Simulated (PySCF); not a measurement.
## Argon: a sound run and one with changed settings

Sound run: Ar⁺ [Ne] 3s2 3p5, Ar²⁺ [Ne] 3s2 3p4. Computed with PySCF 2.14 in 6-31G* (4s3p1d, 18 functions), with the non-relativistic Hamiltonian (point nucleus). In the sound run the correlated levels freeze [Ne]. The sound run starts from symmetry-adapted Hartree-Fock orbitals and uses a fine grid where one is needed.

Changed run: scalar relativity by spin-free X2C-1e. This setting is unsound on purpose.

```
species   method  sound run (hartree)  changed run (hartree)  converged
    Ar⁺      UHF           -526.23345             -527.82583        yes
    Ar⁺    M06-L           -526.91024             -528.50242        yes
    Ar⁺     PBE0           -526.75863             -528.35040        yes
    Ar⁺      MP2           -526.34332             -527.93560        yes
    Ar⁺  CCSD(T)           -526.36145             -527.95366        yes
   Ar²⁺      UHF           -525.26382             -526.85586        yes
   Ar²⁺    M06-L           -525.90041             -527.49242        yes
   Ar²⁺     PBE0           -525.74330             -527.33476        yes
   Ar²⁺      MP2           -525.35301             -526.94496        yes
   Ar²⁺  CCSD(T)           -525.37328             -526.96513        yes
```

Ionisation energy of Ar⁺:

```csv
method,sound run (eV),changed run (eV)
UHF,26.385,26.394
M06-L,27.479,27.483
PBE0,27.629,27.637
MP2,26.948,26.957
SCS-MP2,26.921,26.930
CCSD,26.883,26.893
CCSD(T),26.889,26.899
```

Most of the change in total energy is the relativistic energy itself. On top of that the contraction fixes the core shape for the Hamiltonian it was made with, so the changed run is not a good calculation with the other Hamiltonian either.

For comparison, NIST gives 27.630 eV between the lowest levels.
